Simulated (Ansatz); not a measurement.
Frontier orbitals of `B/C=C/C`.

Cartesian coordinates in Å:
```
B 1.056 -0.901 1.623
C -0.077 -0.293 0.802
C 0.140 0.140 -0.452
C -0.866 0.749 -1.357
H 2.146 -0.988 1.130
H 0.890 -1.293 2.742
H -1.087 -0.189 1.198
H 1.147 0.040 -0.856
H -0.549 1.752 -1.661
H -1.848 0.816 -0.889
H -0.952 0.166 -2.280
```

The species carries charge 0 and has multiplicity 1. All single points use the PBE0-D4/def2-TZVP geometry. Basis def2-TZVPP, Ansatz.

Orbital energies of one run (eV). Highest occupied ones, from the top: -7.76, -8.77, -8.95, -10.21, -11.64, -11.76, -11.99, -13.75, -15.45, -19.10, -21.94, -183.17, -276.31, -277.07. Empty: -1.98, 0.98, 1.05, 1.62, 2.01, 2.57.

Problem. Which functional gave them?
A. r2SCAN
B. B3LYP
C. LC-ωPBE
D. PBE

Solution. B. HOMO energies: B3LYP -7.76, PBE -6.97, LC-ωPBE -10.62, r2SCAN -7.12 eV.

B3LYP here is the variant with VWN-RPA as its local correlation; programs differ in this. LC-ωPBE has ω = 0.4 bohr⁻¹.
